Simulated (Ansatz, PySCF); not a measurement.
Reaction (SMILES): CS[Si](C)(C)SC + 6 [H][H] (H2) → 4 C (CH4) + 2 S (H2S) + [SiH4] (SiH4)
Each molecule is optimised on its own at B3LYP-D3(BJ)/def2-TZVP (Ansatz, a program for electronic structure), one conformer each, not searched for the lowest. Frequencies are from Ansatz or PySCF.
Geometry of the first species:
SMILES: CS[Si](C)(C)SC
```xyz
19

C      2.1742     1.4097     0.0689
S      1.0335     0.8511    -1.2498
Si    -0.0405    -0.6995    -0.2228
C     -1.2850    -1.3218    -1.4712
C      1.0894    -2.0541     0.3958
S     -0.9797     0.0773     1.5455
C     -2.0109     1.4099     0.8293
H      2.6306     2.3349    -0.2764
H      1.6245     1.5969     0.9893
H      2.9537     0.6715     0.2454
H     -1.8833    -2.1240    -1.0353
H     -0.7784    -1.7094    -2.3576
H     -1.9598    -0.5263    -1.7895
H      0.5157    -2.8261     0.9129
H      1.8330    -1.6638     1.0919
H      1.6145    -2.5154    -0.4425
H     -1.4141     2.0347     0.1675
H     -2.3790     2.0083     1.6599
H     -2.8571     0.9953     0.2855
```

Wanted: energy of full hydrogenation (enthalpy at 298 K, with B3LYP-D3(BJ) rigid-rotor harmonic-oscillator terms), in eV. Cores are frozen in the correlated levels unless marked. Spin-orbit coupling is left out. Non-relativistic. Basis-set limits of correlation are two-point, X^-3; Hartree-Fock from the larger set. The bracket is a focal-point correction in the basis named.

Level to compare with: RI-MP2/CBS(aug-cc-pV(T+d)Z,aug-cc-pV(Q+d)Z)+[CCSD(T)-MP2]/aug-cc-pV(T+d)Z (Ansatz), -0.60 eV. It is a level with limits of its own, and the differences hold the functionals' basis error too.

### Question
Rank these functionals by how close they come to RI-MP2/CBS(aug-cc-pV(T+d)Z,aug-cc-pV(Q+d)Z)+[CCSD(T)-MP2]/aug-cc-pV(T+d)Z, closest first: r2SCAN0/def2-TZVPD (Ansatz); wB97M-V/def2-TZVPD (Ansatz); B97M-V/def2-TZVPD (Ansatz).

### Answer
wB97M-V/def2-TZVPD (range-separated hybrid meta-GGA with VV10, -0.68 eV, difference -0.08), r2SCAN0/def2-TZVPD (hybrid meta-GGA, -0.78 eV, difference -0.18), B97M-V/def2-TZVPD (meta-GGA with VV10, -0.95 eV, difference -0.35)
